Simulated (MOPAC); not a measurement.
A run for MOPAC: PM6 on ClFH4InN (a complex), monomers drawn apart or pushed together.

```
PM6 1SCF PRECISE CHARGE=0 THREADS=1
ClFH4InN

F      0.88015887 1     1.42083704 1     1.16466787 1
In    -0.72704925 1     0.27460369 1     1.39663289 1
Cl    -2.20336360 1     1.29155318 1     2.95065230 1
H     -1.21903755 1    -0.78506614 1     0.15777114 1
N      1.62097527 1    -1.78960029 1     4.16314110 1
H      2.47641558 1    -1.24081328 1     4.11557718 1
H      1.16801017 1    -1.60633049 1     5.05362348 1
H      1.85539642 1    -2.77464579 1     4.10789672 1
```

The log:

```
*******************************************************************************
 **                                                                           **
 **                              MOPAC v23.2.5                                **
 **                                                                           **
 *******************************************************************************
 ** MOPAC's Digital Object Identifier: https://doi.org/10.5281/zenodo.6511958 **
 **                                                                           **
 ** Please cite the open-source release paper for use of this MOPAC version:  **
 ** J. E. Moussa and J. J. P. Stewart (2026)                                  **
 ** MOPAC: An open-source semiempirical molecular orbital program             **
 ** J. Open Source Softw., 11(119), 8025, https://doi.org/10.21105/joss.08025 **
 *******************************************************************************

                              PM6 CALCULATION RESULTS

 *******************************************************************************
 *  PM6        - The PM6 Hamiltonian to be used
 *
 *
 *
 *                 CHARGE ON SYSTEM = 0
 *
 *
 *
 *  PRECISE    - TIGHTER CRITERIA TO BE USED
 *  1SCF       - DO 1 SCF AND THEN STOP
 *  THREADS=1  - MULTI-THREADING NOT USED
 *  T=         - A TIME OF 172800.0 SECONDS REQUESTED
 *  DUMP=N     - RESTART FILE WRITTEN EVERY 7200.0 SECONDS REQUESTED
 *******************************************************************************
PM6 1SCF PRECISE CHARGE=0 THREADS=1
 ClFH4InN

   ATOM   CHEMICAL          X               Y               Z
  NUMBER   SYMBOL      (ANGSTROMS)     (ANGSTROMS)     (ANGSTROMS)

     1       F          0.88015887  *   1.42083704  *   1.16466787  *
     2      In         -0.72704925  *   0.27460369  *   1.39663289  *
     3      Cl         -2.20336360  *   1.29155318  *   2.95065230  *
     4       H         -1.21903755  *  -0.78506614  *   0.15777114  *
     5       N          1.62097527  *  -1.78960029  *   4.16314110  *
     6       H          2.47641558  *  -1.24081328  *   4.11557718  *
     7       H          1.16801017  *  -1.60633049  *   5.05362348  *
     8       H          1.85539642  *  -2.77464579  *   4.10789672  *



          CARTESIAN COORDINATES

    NO.       ATOM           X           Y           Z

     1         F          0.8802      1.4208      1.1647
     2        In         -0.7270      0.2746      1.3966
     3        Cl         -2.2034      1.2916      2.9507
     4         H         -1.2190     -0.7851      0.1578
     5         N          1.6210     -1.7896      4.1631
     6         H          2.4764     -1.2408      4.1156
     7         H          1.1680     -1.6063      5.0536
     8         H          1.8554     -2.7746      4.1079

 General Reference for PM6:
 "Optimization of Parameters for Semiempirical Methods V: Modification of NDDO Approximations
 and Application to 70 Elements", J. J. P. Stewart, J. Mol. Mod., 13, 1173-1213 (2007)
 URL: https://link.springer.com/article/10.1007/s00894-007-0233-4

           Empirical Formula: H4 N F In Cl  =     8 atoms



      MOLECULAR POINT GROUP   :   C1


      RHF CALCULATION, NO. OF DOUBLY OCCUPIED LEVELS = 13


 -------------------------------------------------------------------------------
 PM6 1SCF PRECISE CHARGE=0 THREADS=1
 ClFH4InN



     1SCF WAS SPECIFIED, SO BFGS WAS NOT USED
     SCF FIELD WAS ACHIEVED


                              PM6 CALCULATION
                                                       MOPAC v23.2.5 Linux




          FINAL HEAT OF FORMATION =        -63.94725 KCAL/MOL =    -267.55530 KJ/MOL


          COSMO AREA              =        146.02 SQUARE ANGSTROMS
          COSMO VOLUME            =        125.34 CUBIC ANGSTROMS

          IONIZATION POTENTIAL    =         10.462882 EV
          HOMO LUMO ENERGIES (EV) =        -10.463 -0.947
          NO. OF FILLED LEVELS    =         13
          MOLECULAR WEIGHT        =        187.3097         POINT GROUP:  C1

          MOLECULAR DIMENSIONS (Angstroms)

            Atom       Atom       Distance
            H     8   Cl     3     5.86061
            H     7    H     4     4.49084
            F     1   Cl     3     2.73750


          SCF CALCULATIONS        =          1





   ATOM   CHEMICAL          X               Y               Z
  NUMBER   SYMBOL      (ANGSTROMS)     (ANGSTROMS)     (ANGSTROMS)

     1       F          0.88015887  *   1.42083704  *   1.16466787  *
     2      In         -0.72704925  *   0.27460369  *   1.39663289  *
     3      Cl         -2.20336360  *   1.29155318  *   2.95065230  *
     4       H         -1.21903755  *  -0.78506614  *   0.15777114  *
     5       N          1.62097527  *  -1.78960029  *   4.16314110  *
     6       H          2.47641558  *  -1.24081328  *   4.11557718  *
     7       H          1.16801017  *  -1.60633049  *   5.05362348  *
     8       H          1.85539642  *  -2.77464579  *   4.10789672  *

                             CARTESIAN COORDINATES

   1    F        0.880158870     1.420837040     1.164667870
   2   In       -0.727049250     0.274603690     1.396632890
   3   Cl       -2.203363600     1.291553180     2.950652300
   4    H       -1.219037550    -0.785066140     0.157771140
   5    N        1.620975270    -1.789600290     4.163141100
   6    H        2.476415580    -1.240813280     4.115577180
   7    H        1.168010170    -1.606330490     5.053623480
   8    H        1.855396420    -2.774645790     4.107896720


           Empirical Formula: H4 N F In Cl  =     8 atoms



      MOLECULAR POINT GROUP   :   C1


                  EIGENVALUES
 -38.55138 -31.10350 -26.21797 -16.50857 -16.44535 -15.31401 -14.91285 -14.65563
 -13.59661 -13.06019 -11.32729 -11.15516 -10.46288  -0.94697   0.69459   1.38441
   2.56394   3.98230   6.49042   6.50277  90.94186  91.16753  91.21795  91.96639
  91.96739


              NET ATOMIC CHARGES AND DIPOLE CONTRIBUTIONS

  ATOM NO.   TYPE          CHARGE      No. of ELECS.   s-Pop       p-Pop       d-Pop
    1          F          -0.416722        7.4167     1.97838     5.43834
    2         In           0.638437        2.3616     1.01984     1.34172
    3         Cl          -0.346873        7.3469     1.99732     5.34875     0.00081
    4          H           0.124850        0.8752     0.87515
    5          N          -0.629554        5.6296     1.58349     4.04607
    6          H           0.212167        0.7878     0.78783
    7          H           0.209634        0.7904     0.79037
    8          H           0.208061        0.7919     0.79194
 DIPOLE           X         Y         Z       TOTAL
 POINT-CHG.    -0.399    -4.868    -2.071     5.305
 HYBRID         1.371     0.556     2.201     2.652
 SUM            0.972    -4.312     0.131     4.422


          ATOMIC ORBITAL ELECTRON POPULATIONS

     Atom    s        px        py        pz      x^2-y^2     xz        z^2       yz        xy
    1  F   1.97838   1.65347   1.80924   1.97563
    2 In   1.01984   0.41083   0.46152   0.46937
    3 Cl   1.99732   1.73570   1.86695   1.74610   0.00013   0.00027   0.00008   0.00018   0.00014
    4  H   0.87515
    5  N   1.58349   1.37064   1.20678   1.46865
    6  H   0.78783
    7  H   0.79037
    8  H   0.79194

 **********************
 *                    *
 * JOB ENDED NORMALLY *
 *                    *
 **********************




 == MOPAC DONE ==
```

The run finished.

Cost: roughly 0.05 core-seconds.
